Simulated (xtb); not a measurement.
Zn(SH)(SiH3) (H4SSiZn), SMILES [SiH3][Zn][SH]. All values are semi-empirical tight-binding results from xtb (GFN2-xTB unless named), good for trends rather than for accurate numbers. Geometry: GFN2-xTB. Other conformers were not sampled.

For metal compounds this method's bond lengths and energies can be far off.

Computed properties:
```yaml
orbital_gap: 3.22 eV
zero_point_energy: 19.3 kcal/mol
G − E(el) at 298.15 K (modified RRHO): -1.2 kcal/mol
```
